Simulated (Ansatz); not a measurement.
Basis sets compared for Ba₃Se₂. The state is a singlet with charge 0. Geometry PBE0-D4/def2-SVP. Ansatz on 4 threads of Arm Neoverse V2 on a shared host; times are rough, and most runs start from earlier orbitals.

| atom | x (Å) | y (Å) | z (Å) |
| --- | --- | --- | --- |
| Ba1 | -2.003 | -0.916 | 0.288 |
| Ba2 | 2.041 | -0.523 | -0.700 |
| Ba3 | -0.245 | 3.176 | 0.242 |
| Se4 | -0.126 | -2.321 | -1.440 |
| Se5 | 0.332 | 0.583 | 1.610 |

In the def2 sets Ba takes a core potential; there is no spin–orbit coupling. The restricted singlet is unstable towards broken spin symmetry in Hartree–Fock (as tested in another run); at PBE-D4/def2-SVP, PBE-D4/def2-TZVP, PBE0-D4/def2-SVP, PBE0-D4/def2-TZVP this wasn't settled. Another isomer (singlet) lies 0.45 eV lower at PBE0-D4/def2-TZVP; other spin states weren't run for this one.

Binding counts from free atoms (Ba singlet, Se triplet) in the same basis, without a counterpoise term.

```
           level  functions  energy (Eh)  HOMO (eV)  LUMO (eV)  binding per atom (eV)  wall time
 PBE-D4/def2-SVP        154   -4878.4927      -2.79      -1.95                   2.78      4.7 s
PBE0-D4/def2-SVP        154   -4878.5839      -3.17      -1.49                   2.73        6 s
```

Q: Estimate the rows for PBE-D4/def2-TZVP (with forces), PBE0-D4/def2-TZVP.

A: 
```csv
level,functions,energy (Eh),HOMO (eV),LUMO (eV),binding per atom (eV),wall time
PBE-D4/def2-TZVP (with forces),216,-4879.1606,-2.79,-1.95,2.78,5.5 s
PBE0-D4/def2-TZVP,216,-4879.2519,-3.15,-1.50,2.74,7 s
```
